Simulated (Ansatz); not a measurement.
System: sum formula H₂BSeO (charge -1, singlet). It need not be the lowest isomer of its formula. Whether it binds its extra electron was not tested at this geometry. 
Geometry from a B3LYP-D3(BJ)/def2-TZVP (Ansatz, a first-principles code) optimisation:
SMILES: OB[Se-]
```xyz
5

B     -0.6198     0.5392    -0.8791
H     -1.3128     0.1527    -1.7895
O     -0.5164     1.9317    -0.8408
H      0.0527     2.1358    -0.0849
Se     0.2497    -0.6011     0.3822
```
Charge -1, spin multiplicity 1.

Basis-set convergence of Hartree-Fock and MP2 correlation energies (hartree) with Ansatz. Correlated levels leave the core frozen unless marked. Spin-orbit coupling is left out. The frozen core is the preceding noble-gas configuration, with the filled d and f shells of earlier blocks. No relativistic terms. This anion needs diffuse functions, which these sets lack.

```
basis    functions        E(HF)  E(corr, MP2)
-------  ---------  -----------  ------------
cc-pVDZ         65  -2500.63088      -0.39219
cc-pVTZ        131  -2500.74714      -0.50550
cc-pVQZ        238          ___           ___
```

Task: Some entries are withheld; supply them.

Result: 
- cc-pVQZ, E(HF): -2500.76035
- cc-pVQZ, E(corr, MP2): -0.54806
